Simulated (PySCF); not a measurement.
## `InChI=1S/C6H11Br/c1-5-2-3-6(5)4-7/h5-6H,2-4H2,1H3/t5-,6+/m0/s1`

Geometry (Å), atoms numbered from 1 in this order:
```xyz
18

C    -1.5500   -1.4086    0.0722
C    -0.6288   -0.3223   -0.4495
C    -1.0840    1.1360   -0.2525
C     0.2977    1.4833    0.3212
C     0.6328   -0.0164    0.3910
C     1.9448   -0.4502   -0.2151
Br    3.4534    0.2161    0.8406
H    -1.7993   -1.2310    1.1164
H    -2.4735   -1.4247   -0.5028
H    -1.0773   -2.3857   -0.0093
H    -0.3702   -0.5283   -1.4911
H    -1.3760    1.6707   -1.1533
H    -1.8803    1.2227    0.4836
H     0.9292    2.0205   -0.3848
H     0.3038    2.0154    1.2697
H     0.5466   -0.4087    1.4067
H     2.0792   -0.0467   -1.2187
H     2.0430   -1.5356   -0.2361
```

Computed with PySCF, TDDFT B3LYP/def2-SVPD circular dichroism and optical rotation, one conformer, gas phase. Geometry: GFN2-xTB.

The molecule is flexible and this is one conformer; a measurement averages over conformers. The calculation is non-relativistic, which matters for the atoms heavier than Zn. States above about 7.5 eV (minus the energy of the highest occupied orbital) lie near or above the ionisation threshold and depend on the basis.

**Question.** Draw the ECD and absorption spectra from the lowest 8 states, each a Gaussian of half-width 0.3 eV at 1/e height.

**Answer.** 
```
E (eV)  λ (nm)  Δε (L mol⁻¹ cm⁻¹)  ε (L mol⁻¹ cm⁻¹)
  5.48     226              +0.05              25.3
  5.58     222              +0.13              69.7
  5.68     218              +0.28               154
  5.78     215              +0.50               272
  5.88     211              +0.71               385
  5.98     207              +0.80               436
  6.08     204              +0.73               397
  6.18     201              +0.53               289
  6.28     198              +0.31               170
  6.38     194              +0.14              85.2
  6.48     191              +0.04              62.9
  6.58     189              -0.03               149
  6.68     186              -0.19               479
  6.78     183              -0.64              1320
  6.88     180              -1.63              2990
  6.98     178              -3.13              5520
  7.08     175              -4.24              8370
  7.18     173              -3.08             10500
  7.28     170              +1.91             10900
  7.38     168              +9.83              9460
```
Δε uses R in velocity form, ε uses f in length form. Only the states computed contribute, so the short-wavelength end is incomplete.
